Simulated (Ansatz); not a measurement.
Two shapes of singlet SiF₄.

Shape 1:

```xyz
5

Si    0.0000    0.0000    0.0000
F     0.9891    0.9891    0.9891
F     0.9891   -0.9891   -0.9891
F    -0.9891    0.9891   -0.9891
F    -0.9891   -0.9891    0.9891
```

Shape 2:

```xyz
5

Si    0.0052   -0.0473    0.0154
F     0.8949    0.8975    0.8743
F     0.8808   -0.9181   -0.8802
F    -0.8752    0.8868   -0.9125
F    -0.8692   -0.9265    0.9304
```

Basis set: cc-pVTZ (spherical functions). Left uncorrelated: 9 orbitals. Charge 0, multiplicity 1.

Computed with Ansatz (development build ahead of 0.2.0); each method stands on the lowest determinant of its kind that the runs found.

(1) Which shape is lower in energy, and by how much in each method?

Results:

(1)

```
 method  E(2) − E(1) (eV)
    RHF            -2.026
RHF-MP2            -1.239
```

Shape 2 is lower. Caution: no unrestricted run beside it, a lower state can exist.
